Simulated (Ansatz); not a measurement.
Two isomers of CH8ClNSi2: A = `N[SiH]([SiH3])CCl`, B = `NC[SiH2][SiH2]Cl`.

Program: Ansatz. Geometries: PBE0-D4/def2-TZVP. ΔE: electronic, gas phase. CBS: MP2 limit from def2 TZ/QZ plus the TZ coupled-cluster correction, frozen cores. DFT in def2-TZVPP. B3LYP here is the variant with VWN-RPA as its local correlation; programs differ in this. One conformer a species, not always the lowest.

(1) Which is lower in electronic energy at CCSD(T)/CBS, and by how much? (Estimate.)

(2) Give E(B) − E(A) in kJ/mol with r2SCAN-D4, HF/def2-TZVPP, MP2/def2-TZVPP, B2PLYP, PBE0-D4, B3LYP, CCSD(T)/def2-TZVPP. (An estimate is asked.)

Largest T1 diagnostic: 0.011.

Results:

(1) Ansatz gave: B, by 23.2 kJ/mol.

(2) Computed: r2SCAN-D4 -25.3, HF/def2-TZVPP -30.2, MP2/def2-TZVPP -23.2, B2PLYP -24.8, PBE0-D4 -28.3, B3LYP -26.8, CCSD(T)/def2-TZVPP -23.8. None reverses the order clearly.

In def2-TZVPP, CCSD(T) changes the Hartree–Fock value by +6.3 kJ/mol (the triples alone add +1.4 kJ/mol) and MP2 by +7.0 kJ/mol. The D4 term adds +3.5 kJ/mol with B3LYP and +1.9 kJ/mol with PBE0; it sums over pairs of atoms, weighted by their polarisabilities, and B3LYP, whose exchange is more repulsive, gets the larger term.
